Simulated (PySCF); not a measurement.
(E)-1-bromo-1-fluoroprop-1-ene (C3H4BrF), SMILES C/C=C(\F)Br. Atoms are numbered in the order given.

```xyz
9

C      0.3914     2.9302     0.0000
C      0.7100     1.4653     0.0000
C     -0.2137     0.5046     0.0000
F     -1.5222     0.7543     0.0000
Br     0.1618    -1.3514     0.0000
H      0.8241     3.4251     0.8860
H     -0.6925     3.1081     0.0000
H      0.8241     3.4251    -0.8860
H      1.7553     1.1501     0.0000
```

The structure is a stationary point at B3LYP-D3(BJ)/def2-SVP.

Two levels are set side by side: PBE/pcSseg-1 (PySCF) and KT2/pcSseg-1 (PySCF). GIAO shifts against CFCl3 (¹⁹F), TMS (¹H), TMS (¹³C) at the same level; non-relativistic, no solvent, atoms listed together averaged. Without spin–orbit terms, shifts of atoms bonded to Cl or Br come out too high at both levels. Differences are taken from unrounded values.

| quantity | KT2 |
|---|---|
| δ(¹³C) of C1 (ppm) | 16.8 |
| δ(¹³C) of C2 (ppm) | 108.3 |
| δ(¹³C) of C3 (ppm) | 153.9 |
| δ(¹⁹F) of F4 (ppm) | -97.4 |
| δ(¹H) of H9 (ppm) | 5.08 |

What does PBE give, and how far is it from KT2? (The exact figures need the calculation; the answer reports its results.)


| quantity | PBE | PBE minus KT2 |
|---|---|---|
| δ(¹³C) of C1 (ppm) | 16.8 | 0.0 |
| δ(¹³C) of C2 (ppm) | 114.0 | 5.7 |
| δ(¹³C) of C3 (ppm) | 162.5 | 8.5 |
| δ(¹⁹F) of F4 (ppm) | -86.6 | 10.8 |
| δ(¹H) of H9 (ppm) | 5.20 | 0.13 |

Rough cost on one machine, each run with all the roots and properties that it gave: KT2 against PBE within a factor of 2.
